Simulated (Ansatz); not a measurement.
Molecule: C$_{3}$H$_{11}$ClSi$_{2}$, net charge 0, singlet state. 
Geometry from a B3LYP-D3(BJ)/def2-TZVP (Ansatz, an electronic-structure program) optimisation:
```
Si
C 1 1.8705
H 2 1.0906 1 111.10
H 2 1.0919 3 108.29 1 121.77
H 2 1.0930 3 108.20 4 117.16
C 1 1.8723 2 110.95 3 176.86
H 6 1.0909 1 111.21 2 -176.86
H 6 1.0919 7 108.13 1 -121.71
H 6 1.0930 7 108.22 8 -117.09
Cl 1 2.1001 2 107.49 3 60.13
Si 1 2.3432 2 113.25 3 -56.05
H 11 1.4859 1 108.97 2 50.45
H 11 1.4889 12 107.37 1 118.14
C 11 1.8810 12 110.49 13 120.22
H 14 1.0910 11 110.22 12 63.17
H 14 1.0912 15 108.38 11 121.94
H 14 1.0915 15 108.01 16 116.87
```
Charge 0, spin multiplicity 1.

Quantity: atomisation energy (electronic, to ground-state atoms), in kJ/mol. Cores are frozen in the correlated levels unless marked. Open shells are spin-unrestricted. Spin-orbit coupling is left out. Non-relativistic. The coupled-cluster limit lacks core correlation, which all-electron functionals hold. CBS(X,Y): correlation extrapolated as X^-3; Hartree-Fock from the larger set.

```tsv
level	program	atomisation energy (kJ/mol)
revPBE/def2-TZVPD	Ansatz	5946.7
r2SCAN/def2-TZVPD	Ansatz	?
SCS-MP2/6-31G	Ansatz	5100.5
CCSD/cc-pV(D+d)Z	Ansatz	5628.7
CCSD(T)/CBS(cc-pV(T+d)Z,cc-pV(Q+d)Z)	Ansatz	?
```

Question: Complete the blanks.

Answer: 
- r2SCAN/def2-TZVPD, atomisation energy (kJ/mol): 6133.2
- CCSD(T)/CBS(cc-pV(T+d)Z,cc-pV(Q+d)Z), atomisation energy (kJ/mol): 6140.8
